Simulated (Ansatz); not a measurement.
## Isomers

Structures of BSiH3O2, closed shell, relaxed at PBE0-D4/def2-TZVP (vibrations not checked; lower isomers may exist, and structures with a doubtful reference or unclear bonds are left out). Ansatz 0.2.0; basis: def2-TZVPP; cores frozen in the correlated methods. B3LYP uses VWN-RPA correlation.

Q: Rank them by CCSD(T) energy, lowest first, and give each one's height above the lowest. Links in brackets join atoms within 1.22 times the sum of their covalent radii (1.1 for two metals). (An estimate is asked for; the value comes from the calculation.)
A.
BSiH₃O₂ ([BH2][Si]([O])[OH])
```
7
angstrom
B -0.9090 1.0681 -0.0211
Si 0.5250 -0.2728 0.3125
O 1.5211 -0.1668 1.4523
O 0.4433 -1.4489 -0.8024
H -0.6954 2.0241 -0.7004
H -1.9718 0.9586 0.5074
H 1.0869 -2.1624 -0.7484
```
B.
BSiH₃O₂ ([O][B][O][SiH3])
```
7
angstrom
O -2.0696 -0.9494 -0.7142
B -0.9255 -0.7134 -0.3888
O 0.3128 -0.4864 -0.0436
Si 1.3613 0.6881 0.4917
H 1.4110 1.7730 -0.5142
H 0.8748 1.1999 1.7929
H 2.6752 0.0283 0.6330
```
C.
BSiH₃O₂ ([OH][B]1[O][SiH2]1)
```
7
angstrom
O -1.6821 -0.7478 -0.9516
B -0.5875 -0.3684 -0.2754
O 0.1384 -1.0299 0.6565
Si 0.9191 0.5104 0.4660
H -2.0006 -0.0790 -1.5611
H 0.9052 1.3211 1.7079
H 2.3075 0.3936 -0.0423
```
D.
BSiH₃O₂ ([OH][SiH]1[BH][O]1)
```
7
angstrom
O -1.0930 0.7241 -1.1264
Si -0.0315 0.4771 0.0916
B 1.2153 -0.9354 0.0986
O 0.0245 -1.1465 0.6998
H -1.9339 1.1332 -0.9138
H -0.3263 1.4103 1.2034
H 2.1449 -1.6628 -0.0532
```

A: The calculation gives: B (0.0 kJ/mol), C (131.4 kJ/mol), D (155.1 kJ/mol), A (250.8 kJ/mol). Heights count from the lowest.

Q: Do PBE-D4, r2SCAN-D4, PBE0-D4, B3LYP-D4, wB97M-V, HF, MP2 give the same order? (A judgement: the text doesn't fix the answer.)

A: The calculation gives: All do.

T1 diagnostic: at most 0.019.

For scale, one of the runs: CCSD(T)/def2-TZVPP, 177 basis functions, launched by `ansatz run in.yaml --threads 2 --pin off --events-out ev --progress --plain --max-ram 4352MiB`. Time: 37 s of wall clock on 2 CPU threads of an Arm Neoverse V2; the host was shared. Peak host memory: 1.6 GiB.
